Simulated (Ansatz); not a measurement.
## Redistribution: CH2Cl2 + C2H3F2I → CH2ClI + C2H3ClF2

Species: CH2Cl2 (dichloromethane) `ClCCl`, singlet; C2H3F2I `FCC(F)I`, singlet; CH2ClI (chloroiodomethane) `ClCI`, singlet; C2H3ClF2 `FCC(F)Cl`, singlet. The partners trade Cl for I; both sit on C, so the bond types are kept.

Shapes, held fixed at every level: PBE0-D4/def2-TZVP. Flexible molecules stand in one conformer, not always the lowest. Programs: Ansatz 0.2.0. The zero-point and thermal change to 298 K, harmonic and unscaled (PBE0-D4/def2-TZVP), is -0.2 kJ/mol.

```tsv
level	kind	ΔH(298 K) (kJ/mol)	less CCSD(T)/def2-TZVPP
B3LYP-D4/def2-TZVPP	global hybrid	-7.2	+2.1
BHLYP-D4/def2-TZVPP	global hybrid	-9.7	-0.4
wB97M-V/def2-TZVPP	range-separated hybrid	-8.8	+0.5
B2PLYP/def2-TZVPP	double hybrid	-8.7	+0.6
MP2/def2-TZVPP	perturbation theory	-9.4	-0.1
CCSD/def2-SVP	coupled cluster or CI	-15.6	-6.3
CCSD(T)/def2-TZVPP	coupled cluster or CI	-9.3	0.0
```

The highest level, CCSD(T)/def2-TZVPP, gives ΔH(298 K) = -9.3 kJ/mol; the levels span -15.6 to -7.2. The column of differences is taken from that level and isn't an error. No measured value is set beside it here. For atoms past krypton def2 sets carry core potentials with scalar relativity. Outer-core shells of I are correlated in most correlated rows, in sets that cover them unevenly.
